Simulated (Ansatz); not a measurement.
Geometry optimisation, RKS B3LYP-D4/6-31G* in Ansatz 0.2.0.

Input:

```yaml
crystal:
  periodic: [false, false, false]
  atoms:
    - { symbol: B, position_ang: [0.3097, -1.9008, -0.016] }
    - { symbol: Si, position_ang: [-0.485, -0.2103, 0.6835] }
    - { symbol: O, position_ang: [-0.84968, 0.80343, -0.637] }
    - { symbol: F, position_ang: [0.55883, 0.55198, 1.65711] }
    - { symbol: O, position_ang: [-1.93367, -0.58218, 1.57028] }
    - { symbol: C, position_ang: [-1.61459, -1.03683, 2.85162] }
    - { symbol: H, position_ang: [1.2702, -1.8239, -0.6791] }
    - { symbol: H, position_ang: [-0.2302, -2.8697, 0.1906] }
    - { symbol: H, position_ang: [-1.62476, 0.33724, -1.15465] }
    - { symbol: H, position_ang: [-0.9994, -1.95704, 2.76952] }
    - { symbol: H, position_ang: [-1.08899, -0.24076, 3.42868] }
    - { symbol: H, position_ang: [-2.56412, -1.30181, 3.36277] }
basis:
  gaussian: { orbitals: "6-31G*" }
hamiltonian:
  xc: b3lyp
  dispersion: d4
relax:
  f_tol: 0.015
  max_steps: 40
```

Launched with:

```bash
$ ansatz run input.yaml --threads 2 --pin off --max-ram 3072MiB --backend cpu --events-out ev --progress --plain --runs-dir out
```

Problem. Where does it end, and by what steps?

Solution. It converged. After 18 steps the energy has fallen by 0.656 eV; H9 moved furthest, 0.92 Å.

```json
{"step": "0", "energy less start (eV)": "0.0000", "largest force component (eV/Å)": "2.037", "accepted": "yes"}
{"step": "1", "energy less start (eV)": "-0.3791", "largest force component (eV/Å)": "1.352", "accepted": "yes"}
{"step": "2", "energy less start (eV)": "-0.5132", "largest force component (eV/Å)": "0.358", "accepted": "yes"}
{"step": "3", "energy less start (eV)": "-0.5591", "largest force component (eV/Å)": "0.401", "accepted": "yes"}
{"step": "4", "energy less start (eV)": "-0.5854", "largest force component (eV/Å)": "0.303", "accepted": "yes"}
{"step": "5", "energy less start (eV)": "-0.5742", "largest force component (eV/Å)": "1.509", "accepted": "no"}
{"step": "6", "energy less start (eV)": "-0.5987", "largest force component (eV/Å)": "0.220", "accepted": "yes"}
{"step": "7", "energy less start (eV)": "-0.6168", "largest force component (eV/Å)": "0.190", "accepted": "yes"}
{"step": "8", "energy less start (eV)": "-0.6146", "largest force component (eV/Å)": "1.196", "accepted": "no"}
{"step": "9", "energy less start (eV)": "-0.6272", "largest force component (eV/Å)": "0.197", "accepted": "yes"}
{"step": "10", "energy less start (eV)": "-0.6353", "largest force component (eV/Å)": "0.325", "accepted": "yes"}
{"step": "11", "energy less start (eV)": "-0.6454", "largest force component (eV/Å)": "0.170", "accepted": "yes"}
{"step": "12", "energy less start (eV)": "-0.6514", "largest force component (eV/Å)": "0.114", "accepted": "yes"}
{"step": "13", "energy less start (eV)": "-0.6535", "largest force component (eV/Å)": "0.160", "accepted": "yes"}
{"step": "14", "energy less start (eV)": "-0.6453", "largest force component (eV/Å)": "0.343", "accepted": "no"}
{"step": "15", "energy less start (eV)": "-0.6555", "largest force component (eV/Å)": "0.028", "accepted": "yes"}
{"step": "16", "energy less start (eV)": "-0.6558", "largest force component (eV/Å)": "0.020", "accepted": "yes"}
{"step": "17", "energy less start (eV)": "-0.6560", "largest force component (eV/Å)": "0.018", "accepted": "yes"}
{"step": "18", "energy less start (eV)": "-0.6561", "largest force component (eV/Å)": "0.013", "accepted": "yes"}
```

```xyz
12
Properties=species:S:1:pos:R:3
B 0.485 -1.974 -0.003
Si -0.461 -0.291 0.550
O -1.008 0.507 -0.784
F 0.592 0.622 1.377
O -1.786 -0.513 1.513
C -1.719 -1.060 2.826
H 1.170 -2.005 -0.980
H 0.396 -2.980 0.637
H -1.775 1.079 -0.631
H -1.212 -2.034 2.828
H -1.191 -0.384 3.509
H -2.742 -1.200 3.186
```

Whether the end is a true minimum wasn't checked by a vibrational analysis.

The run took 72 s on 2 threads of Arm Neoverse V1, with other jobs on the host, peak memory 0.24 GiB.
